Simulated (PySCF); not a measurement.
GaFClBr, SMILES [F][Ga]([Cl])[Br]. Atoms are numbered in the order given.

```xyz
4

Ga    -0.3215    -0.4887     0.0000
F     -2.0119    -0.8902     0.0000
Cl     1.0630    -2.0899     0.0000
Br     0.2858     1.6769     0.0000
```

The structure is a stationary point at PBE0-D3(BJ)/def2-SVP. The structure was generated by enumeration; whether it is a known compound was not checked.

Two levels are set side by side: PBE/pcSseg-1 (PySCF) and B3LYP/pcSseg-1 (PySCF). GIAO shifts against CFCl3 (¹⁹F), HCl (³⁵Cl) at the same level; non-relativistic, no solvent, atoms listed together averaged. Without spin–orbit terms, shifts of atoms bonded to Cl or Br come out too high at both levels. Differences are taken from unrounded values.

| quantity | B3LYP | PBE | PBE minus B3LYP |
|---|---|---|---|
| δ(¹⁹F) of F2 (ppm) | -106.7 | -102.0 | 4.7 |
| δ(³⁵Cl) of Cl3 (ppm) | 84.3 | 119.1 | 34.8 |

Rough cost on one machine, each run with all the roots and properties that it gave: B3LYP against PBE within a factor of 2.
